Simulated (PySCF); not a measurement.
Ru (ruthenium, neutral): UHF calculation

Configuration: [Kr] 4d6 5s2, high-spin 5D determinant (an excited configuration). Calculation: PySCF 2.14, in aug-cc-pVDZ-PP with ECP28MDF; scalar relativity through the core potential.

- Total energy: -93.787809 hartree
- One-electron energy: -162.9405 hartree
- Hartree (Coulomb) energy: 78.4831 hartree
- Exchange energy: -9.3305 hartree
- ⟨S²⟩: 6.0199
- ⟨L²⟩: 6.026
- Sum of ⟨r⟩: 25.31 bohr
- Sum of ⟨r²⟩: 56.58 bohr²
- Traceless quadrupole moment −½Σ⟨3z² − r²⟩ along its main axis: 0.710 e·bohr²

```json
{"shell": "4s α", "electrons": "1", "mean orbital energy (eV)": "-101.18", "spread (eV)": "0", "rms radius, mean of both spins (bohr)": "1.10"}
{"shell": "4s β", "electrons": "1", "mean orbital energy (eV)": "-94.135", "spread (eV)": "0", "rms radius, mean of both spins (bohr)": "1.10"}
{"shell": "4p α", "electrons": "3", "mean orbital energy (eV)": "-66.489", "spread (eV)": "1.570", "rms radius, mean of both spins (bohr)": "1.21"}
{"shell": "4p β", "electrons": "3", "mean orbital energy (eV)": "-57.641", "spread (eV)": "1.083", "rms radius, mean of both spins (bohr)": "1.21"}
{"shell": "4d α", "electrons": "5", "mean orbital energy (eV)": "-15.491", "spread (eV)": "1.796", "rms radius, mean of both spins (bohr)": "1.71"}
{"shell": "4d β", "electrons": "1", "mean orbital energy (eV)": "-11.413", "spread (eV)": "0", "rms radius, mean of both spins (bohr)": "1.71"}
{"shell": "5s α", "electrons": "1", "mean orbital energy (eV)": "-7.597", "spread (eV)": "0", "rms radius, mean of both spins (bohr)": "3.73"}
{"shell": "5s β", "electrons": "1", "mean orbital energy (eV)": "-6.192", "spread (eV)": "0", "rms radius, mean of both spins (bohr)": "3.73"}
```

Energies and moments cover only the electrons outside the core potential.
